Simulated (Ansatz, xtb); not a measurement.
# C6H4O2Se: 4 structures ranked

4 gas-phase structures of C6H4O2Se, from a drawn sample of its isomers (lower ones may exist). Each was relaxed with GFN2-xTB; where two conformers were screened, the lower at r2SCAN-D4/def2-SVP is listed:

A. `O=Cc1ccc(C=O)[se]1`, a singlet
B. `O=Cc1cc[se]c1C=O`, a singlet
C. `O=Cc1c[se]c(C=O)c1`, a singlet
D. `O=Cc1c[se]cc1C=O`, a singlet

Problem. Which do you expect lowest at r2SCAN-D4/def2-SVP, and how would the others follow?

Solution. Calculated order at r2SCAN-D4/def2-SVP: A (0.0), C (1.5), B (2.4), D (6.5) kcal/mol. Less than 1 kcal/mol parts C and B, so the order within that pair means little.

Energies above the lowest of each column, in kcal/mol; the last columns are at B3LYP/def2-SVP geometries:

```csv
structure,GFN2-xTB,HF/STO-3G,r2SCAN-D4/def2-SVP,B3LYP/def2-SVP,CCSD(T)/def2-SVP + ΔMP2/def2-TZVPP
A,0.0,1.6,0.0,0.0,0.0
C,1.6,0.0,1.5,1.4,1.2
B,1.5,0.6,2.4,2.6,2.5
D,5.1,0.4,6.5,6.3,5.3
```

CCSD(T)/def2-SVP + ΔMP2/def2-TZVPP puts A lowest; HF/STO-3G picks C. Flexible structures stand in one conformer each, not always the lowest. ΔMP2 is the change of the MP2 energy from the smaller to the larger basis.

Over these structures GFN2-xTB departs from r2SCAN-D4/def2-SVP by 0.6 kcal/mol on average once a common shift is removed. A GFN2-xTB relaxation took about 0.3 s and the r2SCAN-D4/def2-SVP energy about 7.5 s on a shared host (Ansatz 0.2.0, xtb 6.7.1).
